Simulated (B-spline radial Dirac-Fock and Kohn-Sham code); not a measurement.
A summary of the ionisation energies of chlorine (Z = 17) against charge, from multi-electron Dirac-Fock with separately optimised hole states, Breit and Lamb-shift corrections added in first order and from the NIST table. The largest relative steps of the computed values, from charge +5 on, come at Cl⁵⁺ (12 electrons left, 66.72 to 94.96 eV); Cl⁶⁺ (11 electrons left, 94.96 to 113.7 eV); Cl⁷⁺ (10 electrons left, 113.7 to 347.3 eV); Cl¹⁵⁺ (2 electrons left, 809.0 to 3657.0 eV). The median of |NIST − computed| / NIST over the 17 ions is 0.71 %.

| charge | computed (eV) | NIST (eV) |
| --- | --- | --- |
| 0 | 12.65 | 12.96763 |
| 1 | 24.30 | 23.81364 |
| 2 | 37.28 | 39.8 |
| 3 | 51.44 | 53.24 |
| 4 | 66.72 | 67.68 |
| 5 | 94.96 | 96.94 |
| 6 | 113.7 | 114.2013 |
| 7 | 347.3 | 348.306 |
| 8 | 403.1 | 400.851 |
| 9 | 461.9 | 456.7 |
| 10 | 523.5 | 530 |
| 11 | 588.1 | 591.58 |
| 12 | 655.6 | 656.3 |
| 13 | 744.9 | 750.23 |
| 14 | 809.0 | 809.198 |
| 15 | 3657.0 | 3658.344 |
| 16 | 3946.4 | 3946.292 |
